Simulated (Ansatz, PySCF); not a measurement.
This Ansatz (a program for electronic structure) input computes a PBE/def2-TZVPD energy:

Ansatz 0.2 input:
```yaml
crystal:
  periodic: [false, false, false]
  atoms:
    - {symbol: B, position_ang: [0.01755095, 0.04720755, -0.00690515]}
    - {symbol: C, position_ang: [1.53519310, -0.23448161, -0.01347128]}
    - {symbol: C, position_ang: [-1.04787564, -1.09326650, 0.17880062]}
    - {symbol: O, position_ang: [-0.44825478, 1.32870349, -0.16660880]}
    - {symbol: H, position_ang: [1.94662763, -1.23060224, 0.10921476]}
    - {symbol: H, position_ang: [2.28880429, 0.53913615, -0.14035092]}
    - {symbol: H, position_ang: [-2.07216576, -0.71983640, 0.15842549]}
    - {symbol: H, position_ang: [-0.94400154, -1.85335667, -0.60255482]}
    - {symbol: H, position_ang: [-0.89308809, -1.61935904, 1.12659315]}
    - {symbol: H, position_ang: [0.24820216, 1.98484119, -0.27590754]}
basis:
  gaussian:
    orbitals: def2-TZVPD
hamiltonian:
  xc: {name: PBE}
magnetization: {spin_polarized: true, initial_magnetization: 1}
output: {forces: true}
```

Q: Write an input for the same energy in PySCF and say what it gives.

A: 
```python
from pyscf import gto, scf, dft

mol = gto.M(
    atom='''
    B     0.01755095    0.04720755   -0.00690515
    C     1.53519310   -0.23448161   -0.01347128
    C    -1.04787564   -1.09326650    0.17880062
    O    -0.44825478    1.32870349   -0.16660880
    H     1.94662763   -1.23060224    0.10921476
    H     2.28880429    0.53913615   -0.14035092
    H    -2.07216576   -0.71983640    0.15842549
    H    -0.94400154   -1.85335667   -0.60255482
    H    -0.89308809   -1.61935904    1.12659315
    H     0.24820216    1.98484119   -0.27590754
    ''',
    basis='def2-tzvpd',
    charge=0,
    spin=1,
    verbose=4,
)

mf = dft.UKS(mol, xc='pbe').density_fit(auxbasis='def2-universal-jkfit')
mf.grids.level = 3
mf.conv_tol = 1e-9
mf.max_cycle = 100
mf.max_memory = 1500
mf.kernel()
if not mf.converged:
    mf = mf.newton()
    mf.kernel(mf.make_rdm1())
for _ in range(2):
    mo, _, stable, _ = mf.stability(return_status=True)
    if stable:
        break
    mf.kernel(mf.make_rdm1(mo, mf.mo_occ))
mf.analyze()
```
It gives -179.73908 Eh, and Ansatz -179.73897 Eh, a difference of 0.11 mEh, from the treatment of integrals and grids.

It need not be the lowest isomer of its formula.
